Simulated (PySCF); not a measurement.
A structure optimised at PBE0-D3(BJ)/def2-SVP, used in a PySCF frequency run:

```
Si
O 1 1.6461
H 2 0.9634 1 117.92
H 1 1.4777 2 107.07 3 -180.00
I 1 2.4456 4 109.33 2 -120.36
I 1 2.4456 4 109.33 2 120.36
```
Charge 0, spin multiplicity 1.

Write its SMILES, formula and point group.

O[SiH](I)I, H2I2OSi, Cs

What are its rotational constants (standard atomic weights)?

2.9829, 0.49516, 0.43508 GHz
